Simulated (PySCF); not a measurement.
Input for PySCF: R-MP2/6-31G* on CH4 (SMILES C).

```python
from pyscf import gto, scf, dft, mp
from pyscf.data.elements import chemcore

mol = gto.M(
    atom='''
    C     0.01762363    0.15924781    0.17468270
    H     0.11246673    0.26709414   -0.90488551
    H    -0.89601535   -0.38639794    0.40612942
    H     0.87463858   -0.38907786    0.56258783
    H    -0.02230556    1.14428219    0.63701222
    ''',
    basis='6-31g*',
    cart=True,
    charge=0, spin=0, verbose=3, max_memory=1800)
mf = scf.RHF(mol)
mf.conv_tol = 1e-8
mf.max_cycle = 100
mf.kernel()
if not mf.converged:
    mf = mf.newton().run(mf.mo_coeff, mf.mo_occ)
pt = mp.MP2(mf, frozen=chemcore(mol)).run()
```

Predict the final total energy.

-40.3325 hartree.
